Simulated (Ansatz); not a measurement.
Triphenyltelluronium bromide, `[Br-].c1ccc([Te+](c2ccccc2)c2ccccc2)cc1` was relaxed with PBE-D4 (def2-SVP) in Ansatz in these states: charge -1 doublet, neutral singlet. The geometries follow in no particular order.

In the def2 sets Te takes a core potential; there is no spin–orbit coupling.

A:

```xyz
35

Br    1.914   -3.693   -0.328
C    -1.978    2.262    3.084
C    -1.024    2.572    2.101
C    -0.331    1.544    1.439
C    -0.590    0.199    1.761
Te    0.427   -1.582    0.863
C     1.968   -0.308    0.074
C     2.761    0.423    0.971
C     3.792    1.234    0.467
C     4.013    1.312   -0.917
C     3.210    0.574   -1.801
C     2.186   -0.250   -1.309
C    -0.938   -1.540   -0.837
C    -1.772   -0.429   -1.050
C    -2.660   -0.441   -2.138
C    -2.724   -1.554   -2.990
C    -1.894   -2.661   -2.758
C    -0.993   -2.661   -1.680
C    -1.539   -0.105    2.753
C    -2.237    0.922    3.410
H    -2.520    3.070    3.600
H    -0.818    3.623    1.844
H     0.410    1.800    0.666
H     2.582    0.377    2.057
H     4.424    1.806    1.163
H     4.820    1.950   -1.309
H     3.385    0.629   -2.886
H     1.576   -0.856   -1.996
H    -1.739    0.443   -0.383
H    -3.307    0.433   -2.313
H    -3.426   -1.559   -3.838
H    -1.938   -3.540   -3.420
H    -0.312   -3.513   -1.506
H    -1.746   -1.156    3.023
H    -2.982    0.674    4.182
```

B:

```csv
atom,x (Å),y (Å),z (Å)
Br1,3.035,0.559,2.967
C2,-1.577,2.566,-3.284
C3,-1.334,1.199,-3.058
C4,-0.564,0.777,-1.965
C5,-0.006,1.720,-1.063
Te6,1.193,1.267,0.713
C7,1.776,-0.674,-0.149
C8,2.321,-0.704,-1.440
C9,2.794,-1.915,-1.974
C10,2.748,-3.088,-1.199
C11,2.222,-3.044,0.102
C12,1.731,-1.838,0.631
C13,-0.491,0.110,1.895
C14,-1.724,-0.131,1.258
C15,-2.849,-0.501,2.015
C16,-2.756,-0.623,3.413
C17,-1.527,-0.365,4.047
C18,-0.400,0.008,3.294
C19,-0.265,3.093,-1.297
C20,-1.033,3.513,-2.389
H21,-2.187,2.893,-4.140
H22,-1.755,0.446,-3.746
H23,-0.384,-0.299,-1.812
H24,2.374,0.225,-2.033
H25,3.203,-1.942,-2.997
H26,3.131,-4.037,-1.609
H27,2.198,-3.958,0.718
H28,1.324,-1.790,1.652
H29,-1.818,-0.030,0.166
H30,-3.807,-0.702,1.506
H31,-3.639,-0.913,4.005
H32,-1.442,-0.463,5.143
H33,0.574,0.204,3.781
H34,0.147,3.848,-0.603
H35,-1.212,4.590,-2.549
```

Problem. Judge from the bond lengths which geometry belongs to which state (an estimate).

Solution. A is the neutral singlet (Te6–C13 2.181 Å, Br1–Te6 2.843 Å, Te6–C7 2.150 Å); B is the charge -1 doublet (Te6–C13 2.360 Å, Br1–Te6 2.996 Å, Te6–C7 2.202 Å).

At PBE-D4/def2-SVP the highest occupied level of the relaxed charge -1 doublet lies above zero (up to 0.69 eV). By energy differences its removal costs 0.82 eV (each at its own geometry, to the charge 0 singlet, at PBE0-D4/def2-TZVP).
